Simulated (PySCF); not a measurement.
Worked example: chemical shift, span and skew from a shielding tensor

CH₉NSi₂, SMILES [SiH3]N([SiH3])C. Atoms are numbered in the order given.

```xyz
13

Si     0.0055     0.5160    -1.5445
N     -0.0648    -0.2858     0.0000
C      0.0158    -1.7484     0.0000
Si     0.0055     0.5160     1.5445
H     -1.0540    -0.0303    -2.4465
H      1.3170     0.3065    -2.2356
H     -0.2015     1.9745    -1.3308
H     -0.4885    -2.1710    -0.8861
H     -0.4885    -2.1710     0.8861
H      1.0589    -2.1157     0.0000
H     -1.0540    -0.0303     2.4465
H     -0.2015     1.9745     1.3308
H      1.3170     0.3065     2.2356
```

Geometry: ωB97X-D3(BJ)/def2-SVP.

GIAO shieldings from PySCF with PBE/pcSseg-1, non-relativistic, no solvent. The symmetric part of the tensor of N2 has the principal values 245.5, 248.4, 287.4 ppm. The same nucleus in NH3 has σ = 267.0 ppm at this level (PySCF, at its B3LYP-D3(BJ)/def2-TZVP geometry).

Question: Work out the isotropic shielding, the ¹⁵N shift against NH3, the span and the skew.

Answer: 
σ(iso) = (σ11 + σ22 + σ33)/3 = 260.4 ppm. δ = σ(ref) − σ(iso) = 267.0 − (260.4) = 6.6 ppm.
Span Ω = σ33 − σ11 = 41.9 ppm. Skew κ = 3(σ(iso) − σ22)/Ω = 0.86. Tumbling in solution averages the tensor to δ; in a static solid the shielding alone would spread this spin-1/2 line over Ω.
